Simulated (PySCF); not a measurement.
# Polarisability and C₆ of Tc (technetium, neutral)

[Kr] 4d7, high-spin 4F determinant (an excited configuration). All numbers are calculated (PySCF 2.14, no relativity, point nucleus, in dyall-av2z (22s15p11d2f, 136 functions)). Coupled (time-dependent) response in atomic units; α is the mean over directions. A double-zeta set is small for polarisabilities.

```csv
method,mean α (bohr³),C₆ (like pair),S(−4)
PBE0,45.44,288.9,4169
```

S(−4) is the Cauchy moment in α(ω) = α(0) + S(−4) ω² + …

Spin-orbit coupling is absent.

α(iu) at PBE0:

| u (hartree) | α(iu) (bohr³) |
| --- | --- |
| 0 | 45.44 |
| 0.0500 | 38.01 |
| 0.100 | 28.43 |
| 0.200 | 18.45 |
| 0.300 | 14.26 |
| 0.500 | 10.29 |
| 0.750 | 7.502 |
| 1.00 | 5.662 |
| 1.50 | 3.487 |
| 2.00 | 2.341 |
| 3.00 | 1.253 |
| 5.00 | 0.5270 |

A non-relativistic calculation at this Z misses sizeable relativistic shifts.
